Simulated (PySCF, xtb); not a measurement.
Complex: CH4O (SMILES CO) (first 6 atoms) with C2H6O (SMILES COC); geometry from B3LYP-D3(BJ)/def2-TZVP, rigid monomers moved along the line of their centres of mass till H6···O8 is 2.13 Å.
(charge 0, multiplicity 1):
```xyz
15

C      0.13632    -0.07180    -0.24360
O      0.37616     0.91959     0.73599
H      0.78906    -0.94520    -0.12157
H      0.34251     0.37162    -1.21821
H     -0.90468    -0.41822    -0.23988
H      0.20182     0.53539     1.61095
C     -1.09839     0.49951     4.30472
O     -0.06885    -0.17252     3.60116
C      1.16017    -0.19102     4.30581
H     -0.82650     1.54279     4.50179
H     -1.30958     0.00071     5.25735
H     -1.98829     0.47308     3.67898
H      1.51711     0.82599     4.50415
H      1.88410    -0.70846     3.67950
H      1.05591    -0.72412     5.25750
```

Interaction energies are E(AB) − E(A) − E(B) at the monomers' geometry in the complex; basis-set methods are counterpoise corrected. Rows marked so take none.

Rows in 3-21G, 6-31G* carry no dispersion term and start afresh at each structure (6-31G* with six Cartesian d functions).

Run with PySCF for 3-21G rows, 6-31G* rows; xtb for the GFN methods. Each number belongs to the level named beside it.

Task: One of these levels gives -4.64 kcal/mol for the interaction energy. Which?
A) B3LYP/6-31G*
B) GFN-FF
C) HF/3-21G (no counterpoise)

Result: A, B3LYP/6-31G*. The others give -5.89 (GFN-FF), -8.73 (HF/3-21G (no counterpoise))
